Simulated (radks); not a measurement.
The numbers below are computed, except where a source is named.
Effect of the nuclear size on neutral antimony, [Kr] 4d10 5s2 5p3. Code: a radial shooting solver on a logarithmic mesh with Libxc functionals. Model: Dirac Kohn-Sham, BLYP, spin-unpolarised, spherical densities, finite nucleus; open shells fill j = l - 1/2 first; Fermi nuclear charge, rms radius 4.6802 fm. The rms radius is varied about that value; shifts are against it.

| rms radius (fm) | total energy shift (eV) | density at nucleus (e/bohr^3) | 1s1/2 shift (meV) | 2s1/2 shift (meV) | 4s1/2 shift (meV) | 4p1/2 shift (meV) | 5s1/2 shift (meV) |
|---|---|---|---|---|---|---|---|
| 4.039 | -1.19 | 2.14e+05 | -498 | -57.5 | -2.21 | 0.179 | -0.224 |
| 4.39 | -0.556 | 2.112e+05 | -233 | -26.9 | -1.03 | 0.084 | -0.105 |
| 4.6802 | 0 | 2.09e+05 | 0.000 | 0.000 | 0.000 | 0.000 | 0.000 |
| 4.9985 | 0.644 | 2.068e+05 | 270 | 31.2 | 1.20 | -0.097 | 0.121 |
| 5.1623 | 0.990 | 2.058e+05 | 415 | 47.9 | 1.84 | -0.149 | 0.186 |

Slopes of the eigenvalues against <r^2> in GHz/fm^2, as finite differences over the two radii next to the reference (eigenvalue slopes, not the field-shift constants of lines): 1s1/2 21300, 2s1/2 2460, 4s1/2 94.5, 4p1/2 -7.67, 5s1/2 9.56.
